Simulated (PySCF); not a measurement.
This PySCF input asks for the NMR shieldings of SMILES [CH3][Al@@H-]1[O]C=CC=[O+]1, C4H7AlO2; the geometry comes from GFN2-xTB.

```python
import basis_set_exchange as bse
import numpy as np
from pyscf import gto, dft
from pyscf.prop import nmr

atoms = """
C     2.512285   -0.137990   -0.352549
Al    0.917671    0.045648    0.824256
O    -0.349499   -1.240318    0.465700
C    -1.533777   -1.140593    0.042164
C    -2.143838    0.053264   -0.320369
C    -1.432217    1.241159   -0.217171
O    -0.241299    1.328486    0.190176
H     2.535434   -1.066264   -0.934339
H     3.430527   -0.128554    0.239974
H     2.612754    0.674833   -1.080737
H     0.884334    0.207069    2.354206
H    -2.109148   -2.072179   -0.045073
H    -3.157658    0.057331   -0.678654
H    -1.926248    2.177637   -0.509751
"""
names = dict.fromkeys(["C", "Al", "O", "H"], "pcSseg-1")
basis = {el: gto.basis.parse(bse.get_basis(n, elements=[el], fmt="nwchem")) for el, n in names.items()}
mol = gto.M(atom=atoms, basis=basis, charge=0, verbose=0)
mf = dft.RKS(mol, xc="PBE0")
mf.grids.level = 2
mf.grids.alignment = dft.numint.BLKSIZE   # the property module wants whole blocks of grid points
mf.conv_tol = 1e-9
mf.kernel()

calc = nmr.RKS(mf)   # GIAO
C = mf.mo_coeff
Co = C[:, mf.mo_occ > 0]
resp = mf.gen_response(singlet=True, hermi=2)
def vind(x):   # induced exchange potential for any number of trial vectors
    d = np.einsum("pi,xij,qj->xpq", C, 2 * x.reshape(-1, C.shape[1], Co.shape[1]), Co, optimize=True)
    return np.einsum("xpq,pi,qj->xij", resp(d - d.transpose(0, 2, 1)), C, Co, optimize=True).ravel()
mo1, _ = nmr.rhf.solve_mo1(calc, with_cphf=vind)
sigma = calc.kernel(mo1)
for i, s in enumerate(sigma):   # ppm
    w = np.linalg.eigvalsh((s + s.T) / 2)
    print("%2d %-2s iso %8.1f  s11 %8.1f  s22 %8.1f  s33 %8.1f" % (i, mol.atom_pure_symbol(i), w.mean(), *w))
```

Task: Give the expected output.

Result: 
```
 0 C  iso    197.0  s11    191.3  s22    199.1  s33    200.5
 1 Al iso    429.2  s11    354.2  s22    377.9  s33    555.6
 2 O  iso     14.4  s11   -205.5  s22   -109.6  s33    358.3
 3 C  iso     -3.9  s11   -107.6  s22    -13.3  s33    109.4
 4 C  iso     77.3  s11    -37.8  s22    119.0  s33    150.6
 5 C  iso     -3.8  s11   -107.6  s22    -13.3  s33    109.3
 6 O  iso     14.3  s11   -205.7  s22   -109.5  s33    358.2
 7 H  iso     32.0  s11     27.8  s22     29.2  s33     39.0
 8 H  iso     32.1  s11     28.2  s22     28.5  s33     39.5
 9 H  iso     32.0  s11     27.8  s22     29.3  s33     39.0
10 H  iso     27.4  s11     24.5  s22     25.1  s33     32.6
11 H  iso     23.2  s11     20.4  s22     24.1  s33     25.1
12 H  iso     26.0  s11     24.4  s22     26.2  s33     27.4
13 H  iso     23.2  s11     20.4  s22     24.1  s33     25.1
```

These numbers come from an equivalent density-fitted implementation of the same equations, which agrees with the script to about 0.01 ppm for H and up to a few tenths of a ppm for heavy atoms, so last digits may differ.

Size and cost of the density-fitted run: 161 basis functions, 17 s wall time on 1 thread of an Arm Neoverse V2, shared host.
